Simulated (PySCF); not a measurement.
Ligands exchanged one at a time, Sn OCH3-SiH3. All species are isolated molecules in the gas phase. One relaxed conformer stands for each flexible species; it need not be the lowest. Strings in code marks are SMILES.

Method: PBE-D3(BJ)/def2-TZVP // PBE0-D4/def2-SVP (PySCF 2.14.0). Excitations are Tamm–Dancoff values on a coarser integration grid. The basis has no diffuse functions, so Rydberg states are missing or too high.

```
species                                                                                  S1–T1 gap (TDA) (eV)  HOMO–LUMO gap (eV)
---------------------------------------------------------------------------------------  --------------------  ------------------
0 of 4 OCH3 replaced by SiH3 (`C[O][Sn]([O]C)([O]C)[O]C`)                                                   –                3.69
1 of 4 OCH3 replaced by SiH3                                                                             0.24                3.99
2 of 4 OCH3 replaced by SiH3                                                                             0.09                4.25
3 of 4 OCH3 replaced by SiH3 (`C[O][Sn]([SiH3])([SiH3])[SiH3]` (C–O–Sn–Si torsion 61°))            (withheld)          (withheld)
4 of 4 OCH3 replaced by SiH3                                                                                –                5.31
```

Q: What belongs in the gaps?

A: 
- 3 of 4 OCH3 replaced by SiH3 (`C[O][Sn]([SiH3])([SiH3])[SiH3]` (C–O–Sn–Si torsion 61°)), S1–T1 gap (TDA) (eV): 0.28
- 3 of 4 OCH3 replaced by SiH3 (`C[O][Sn]([SiH3])([SiH3])[SiH3]` (C–O–Sn–Si torsion 61°)), HOMO–LUMO gap (eV): 3.81
